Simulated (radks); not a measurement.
The numbers below are computed, except where a source is named.
The mean radii <r> (bohr) of the occupied orbitals of an atom or ion are listed with their occupations. Level of theory: scalar-relativistic Kohn-Sham, exchange-only LDA, spin-polarised, spherical densities, point nucleus (a radial shooting solver on a logarithmic mesh with Libxc functionals).

| orbital | occ. | <r> |
|---|---|---|
| 1s up | 1 | 0.02459 |
| 1s down | 1 | 0.02459 |
| 2s up | 1 | 0.1044 |
| 2s down | 1 | 0.1044 |
| 2p up | 3 | 0.09150 |
| 2p down | 3 | 0.09146 |
| 3s up | 1 | 0.2582 |
| 3s down | 1 | 0.2583 |
| 3p up | 3 | 0.2518 |
| 3p down | 3 | 0.2520 |
| 3d up | 1 | 0.2231 |

Name the element and its charge. Open shells, if any, are filled with parallel spins first.

Answer. Z = 58, cerium, charge +39: Ce39+ in [Ar] 3d1. The 1s radius gives Z: for a bare nucleus <r> = (2 gamma + 1)/(2Z) with gamma = sqrt(1 - (Z/c)^2), 0.02424 bohr for Z = 58, and screening makes it slightly larger (0.02459 here). The occupations add up to 19, and the charge is Z minus that.
